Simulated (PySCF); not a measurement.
PySCF input (M06-2X/6-311+G**):

```python
from pyscf import gto, dft

mol = gto.M(
    atom='''
    C     1.20355400   -0.10199000   -1.48482200
    Si    0.10400900    0.00328400   -0.11091000
    C    -1.63911200    0.55203400   -0.66917400
    C    -0.29544900   -1.51424400    1.02253600
    N     0.66296700    1.15217800    1.13674900
    H     2.24273000   -0.40708700   -1.36168300
    H     0.81517500   -0.28331000   -2.48593200
    H    -2.07852600   -0.17358900   -1.36155500
    H    -2.31353900    0.65536000    0.18700900
    H    -1.58824300    1.51678100   -1.17994800
    H    -0.91983400   -1.25636300    1.88923200
    H     0.63061800   -1.96664900    1.39390700
    H    -0.82204700   -2.28192300    0.44727900
    H     0.87793300    0.76668900    2.04712700
    H     1.44487900    1.70406100    0.80880800
    ''',
    basis='6-311+g**',
    charge=-1,
    spin=0,
    verbose=4,
)

mf = dft.RKS(mol, xc='m062x').density_fit(auxbasis='def2-universal-jkfit')
mf.grids.level = 4
mf.conv_tol = 1e-9
mf.max_cycle = 100
mf.max_memory = 1500
mf.kernel()
if not mf.converged:
    mf = mf.newton()
    mf.kernel(mf.make_rdm1())
mf.dip_moment()
```

Output:

```
PySCF version 2.14.0

[INPUT] verbose = 4
[INPUT] num. atoms = 15
[INPUT] num. electrons = 50
[INPUT] charge = -1
[INPUT] spin (= nelec alpha-beta = 2S) = 0
[INPUT] symmetry False subgroup None
[INPUT] Mole.unit = angstrom
[INPUT] Symbol           X                Y                Z      unit          X                Y                Z       unit  Magmom
[INPUT]  1 C      1.203554000000  -0.101990000000  -1.484822000000 AA    2.274387436125  -0.192733167444  -2.805906923729 Bohr   0.0
[INPUT]  2 Si     0.104009000000   0.003284000000  -0.110910000000 AA    0.196548524490   0.006205860593  -0.209589524476 Bohr   0.0
[INPUT]  3 C     -1.639112000000   0.552034000000  -0.669174000000 AA   -3.097472767488   1.043193071448  -1.264555589680 Bohr   0.0
[INPUT]  4 C     -0.295449000000  -1.514244000000   1.022536000000 AA   -0.558317693777  -2.861506445766   1.932312992508 Bohr   0.0
[INPUT]  5 N      0.662967000000   1.152178000000   1.136749000000 AA    1.252826059625   2.177300866749   2.148144282373 Bohr   0.0
[INPUT]  6 H      2.242730000000  -0.407087000000  -1.361683000000 AA    4.238145471346  -0.769282938871  -2.573207938476 Bohr   0.0
[INPUT]  7 H      0.815175000000  -0.283310000000  -2.485932000000 AA    1.540457493592  -0.535378308351  -4.697730644292 Bohr   0.0
[INPUT]  8 H     -2.078526000000  -0.173589000000  -1.361555000000 AA   -3.927844882788  -0.328035668237  -2.572966053532 Bohr   0.0
[INPUT]  9 H     -2.313539000000   0.655360000000   0.187009000000 AA   -4.371955088500   1.238450912995   0.353395792829 Bohr   0.0
[INPUT] 10 H     -1.588243000000   1.516781000000  -1.179948000000 AA   -3.001344289258   2.866300680944  -2.229778561228 Bohr   0.0
[INPUT] 11 H     -0.919834000000  -1.256363000000   1.889232000000 AA   -1.738234340063  -2.374181983037   3.570131065764 Bohr   0.0
[INPUT] 12 H      0.630618000000  -1.966649000000   1.393907000000 AA    1.191695309221  -3.716427993150   2.634102473114 Bohr   0.0
[INPUT] 13 H     -0.822047000000  -2.281923000000   0.447279000000 AA   -1.553443691520  -4.312209507346   0.845234811269 Bohr   0.0
[INPUT] 14 H      0.877933000000   0.766689000000   2.047127000000 AA    1.659052925718   1.448832232717   3.868509372203 Bohr   0.0
[INPUT] 15 H      1.444879000000   1.704061000000   0.808808000000 AA    2.730425593135   3.220208589552   1.528425607357 Bohr   0.0

nuclear repulsion = 238.355944679369
number of shells = 94
number of NR pGTOs = 269
number of NR cGTOs = 178
basis = 6-311+g**
ecp = {}

******** <class 'pyscf.df.df_jk.DFRKS'> ********
method = DFRKS
initial guess = minao
damping factor = 0
level_shift factor = 0
DIIS = <class 'pyscf.scf.diis.CDIIS'>
diis_start_cycle = 1
diis_space = 8
diis_damp = 0
SCF conv_tol = 1e-09
SCF conv_tol_grad = None
SCF max_cycles = 100
direct_scf = False
XC library pyscf.dft.libxc version 7.1.2
    S. Lehtola, C. Steigemann, M. J. T. Oliveira, and M. A. L. Marques,  SoftwareX 7, 1–5 (2018)
XC functionals = m062x
    Y. Zhao and D. G. Truhlar,  Theor. Chem. Acc. 120, 215 (2008)
    Y. Zhao and D. G. Truhlar,  Theor. Chem. Acc. 120, 215 (2008)
radial grids:
    Treutler-Ahlrichs [JCP 102, 346 (1995); DOI:10.1063/1.469408] (M4) radial grids

becke partition: Becke, JCP 88, 2547 (1988); DOI:10.1063/1.454033
pruning grids: <function nwchem_prune>
grids dens level: 4
symmetrized grids: False
atomic radii adjust function: <function treutler_atomic_radii_adjust>
small_rho_cutoff = 0
Set gradient conv threshold to 3.16228e-05
Initial guess from minao.
tot grids = 299704
******** <class 'pyscf.df.df.DF'> ********
auxbasis = def2-universal-jkfit
init E= -464.7299565728
  HOMO = -0.22266332060741  LUMO = -0.0189441989251103  gap/eV = 5.54348
cycle= 1 E= -464.419436625074  delta_E= 0.311  |g|= 0.699  |ddm|= 2.98
  HOMO = 0.108854260808721  LUMO = 0.125542927331718  gap/eV = 0.45412
cycle= 2 E= -464.315524853703  delta_E= 0.104  |g|= 0.888  |ddm|= 28.2
  HOMO = -0.0351403343127482  LUMO = 0.120157033950022  gap/eV = 4.22586
cycle= 3 E= -464.557507144927  delta_E= -0.242  |g|= 0.118  |ddm|= 26.8
  HOMO = -0.0148620789857645  LUMO = 0.122431656035863  gap/eV = 3.73595
cycle= 4 E= -464.561165644448  delta_E= -0.00366  |g|= 0.0524  |ddm|= 0.286
  HOMO = -0.0184398475168867  LUMO = 0.124279729005703  gap/eV = 3.88360
cycle= 5 E= -464.561886106327  delta_E= -0.00072  |g|= 0.00996  |ddm|= 0.483
  HOMO = -0.0186685339402102  LUMO = 0.124215637585311  gap/eV = 3.88808
cycle= 6 E= -464.561917224463  delta_E= -3.11e-05  |g|= 0.00428  |ddm|= 0.169
  HOMO = -0.0189837219462149  LUMO = 0.124060199414815  gap/eV = 3.89242
cycle= 7 E= -464.561923658507  delta_E= -6.43e-06  |g|= 0.00121  |ddm|= 0.074
  HOMO = -0.0189231595277654  LUMO = 0.1239896097677  gap/eV = 3.88885
cycle= 8 E= -464.561924439114  delta_E= -7.81e-07  |g|= 0.000334  |ddm|= 0.0313
  HOMO = -0.0189091281424888  LUMO = 0.123958233237359  gap/eV = 3.88762
cycle= 9 E= -464.561924577201  delta_E= -1.38e-07  |g|= 0.000115  |ddm|= 0.0161
  HOMO = -0.018896814654542  LUMO = 0.123954652505568  gap/eV = 3.88719
cycle= 10 E= -464.561924598803  delta_E= -2.16e-08  |g|= 3.33e-05  |ddm|= 0.0066
  HOMO = -0.0188982952110726  LUMO = 0.123953614029181  gap/eV = 3.88720
cycle= 11 E= -464.561924601157  delta_E= -2.35e-09  |g|= 1.64e-05  |ddm|= 0.00225
  HOMO = -0.0188983383423722  LUMO = 0.123953174357259  gap/eV = 3.88719
cycle= 12 E= -464.561924601367  delta_E= -2.1e-10  |g|= 5.27e-06  |ddm|= 0.000558
  HOMO = -0.0188978867249614  LUMO = 0.123952989717319  gap/eV = 3.88717
Extra cycle  E= -464.561924601385  delta_E= -1.75e-11  |g|= 4.77e-06  |ddm|= 0.000138
converged SCF energy = -464.561924601385

WARN: System has nonzero charge -1; the dipole moment is origin-dependent.
Location of origin: [0. 0. 0.]

Dipole moment(X, Y, Z, Debye): -1.88398, -0.65416,  3.46968
```

The dipole moment of an ion depends on the origin.

The geometry given is a B3LYP-D3(BJ)/def2-TZVP minimum.
